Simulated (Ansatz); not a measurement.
Mulliken charges of Cl$_{2}$FGeH$_{3}$Si, SMILES `F[SiH](Cl)[GeH2][Cl]` from B3LYP/def2-TZVPP in Ansatz (PBE0-D4/def2-TZVP geometry).

```
atom   x (Å)   y (Å)   z (Å)  charge (e)
  F1  -1.435  -0.835  -1.543      -0.296
 Si2  -1.155   0.106  -0.290       0.597
 Cl3  -1.291   2.050  -0.884      -0.208
 Ge4   1.059  -0.304   0.505       0.239
 Cl5   2.392   0.322  -1.072      -0.301
  H6  -2.215  -0.149   0.712      -0.066
  H7   1.343  -1.789   0.773       0.017
  H8   1.394   0.541   1.743       0.016
```

Question: By hand: the dipole of these point charges (1 e Å = 4.8032 D).

Answer: Σ q r = (-0.272, -0.297, 0.905) e Å, of length 0.991 e Å = 4.76 D.

Question: How does the dipole of the full density compare? (Estimate.)

Answer: The calculation gave: (-0.180, -0.138, 0.498) e Å, 2.63 D; the point charges give 1.81 times that, at 4° from its direction.

Point charges leave out the atoms' own dipoles, such as those of lone pairs, and Mulliken's split depends on the basis, so the two needn't agree.

B3LYP here is the variant with VWN-RPA as its local correlation; programs differ in this.
